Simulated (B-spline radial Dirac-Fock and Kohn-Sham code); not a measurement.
# K-shell conversion coefficients of Nd against transition energy

These are calculated numbers from an atomic code on a B-spline grid; the model is a Dirac-Hartree-Slater potential of the neutral atom with a Latter tail (no hole, which puts coefficients of high multipoles low close above an edge), finite nucleus with surface currents. Subshells within 1 keV of threshold and pair formation are left out.

```
energy (keV)        E1       E4       E5        M1       M4       M5
          50      1.38     11.7     16.3      9.05     1390     2700
        63.1     0.755     40.1      130      4.59     1530     6620
          68     0.619     42.1      151      3.69     1310     6250
        72.6     0.521     41.2      158      3.05     1100     5580
        78.6     0.421     37.8      153      2.42      866     4590
        83.8     0.355     34.0      142      2.01      697     3790
         100     0.220     22.4     97.5      1.21      359     1980
         101     0.214     21.8     94.9      1.18      345     1910
         163    0.0583     4.36     17.4     0.305     44.5      213
         200    0.0336     2.00     7.43     0.174     17.9     77.7
         207    0.0306     1.75     6.42     0.158     15.3     65.5
         377   0.00660    0.177    0.505    0.0323     1.13     3.46
         428   0.00487    0.112    0.303    0.0233    0.666     1.90
         474   0.00384   0.0780    0.202    0.0180    0.440     1.19
         500   0.00340   0.0650    0.165    0.0157    0.356    0.935
         539   0.00287   0.0505    0.124    0.0130    0.265    0.669
         638   0.00199   0.0292   0.0669   0.00858    0.139    0.322
        1000  0.000809  0.00786   0.0151   0.00292   0.0283   0.0537
        1030  0.000766  0.00726   0.0138   0.00272   0.0257   0.0482
        1690  0.000322  0.00211  0.00346  0.000879  0.00558  0.00889
        2000  0.000246  0.00144  0.00226  0.000607  0.00347  0.00530
```

Q: How fast do they fall between 1030 and 2000 keV?

A: As powers of the energy: E1 E^-1.71, E4 E^-2.44, E5 E^-2.73, M1 E^-2.26, M4 E^-3.01, M5 E^-3.33. Within one type (E or M) the higher multipoles fall faster.
